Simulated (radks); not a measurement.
Problem. The mean radii <r> (bohr) of the occupied orbitals of an atom or ion are listed with their occupations. Method: Dirac Kohn-Sham, PBEsol, spin-unpolarised, spherical densities, finite nucleus; Fermi nuclear charge, rms radius of each element as measured or else 0.836 A^(1/3) + 0.57 fm; computed with a radial shooting solver on a logarithmic mesh with Libxc functionals.

| orbital | occ. | <r> |
|---|---|---|
| 1s1/2 | 2 | 0.05216 |
| 2s1/2 | 2 | 0.2328 |
| 2p1/2 | 2 | 0.2019 |
| 2p3/2 | 4 | 0.2051 |
| 3s1/2 | 2 | 0.6038 |
| 3p1/2 | 0.666667 | 0.5929 |
| 3p3/2 | 1.33333 | 0.5981 |

Name the element and its charge. Open shells, if any, are shared by 2j + 1.

Solution. Z = 29, copper, charge +15: Cu15+ in [Ne] 3s2 3p2. The 1s radius gives Z: for a bare nucleus <r> = (2 gamma + 1)/(2Z) with gamma = sqrt(1 - (Z/c)^2), 0.05094 bohr for Z = 29, and screening makes it slightly larger (0.05216 here). The occupations add up to 14, and the charge is Z minus that.
